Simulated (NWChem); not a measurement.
BiF₃; SMILES [F][Bi]([F])[F]

All runs: NWChem. All runs use the structure optimised with PBE0/def2-SVP. Not confirmed as a minimum by frequencies. def2 effective core potentials on Bi; no spin-orbit coupling. Ions are spin-unrestricted doublets at the neutral geometry; other ion states weren't tried.

Problem. Estimate the computed values for PBE/def2-SVP. Quantities: vertical ionisation energy, ΔSCF (eV); −ε(HOMO) (eV).

Solution. 
```
Property                               Value
-------------------------------------  -----
vertical ionisation energy, ΔSCF (eV)  11.62
−ε(HOMO) (eV)                           8.04
```
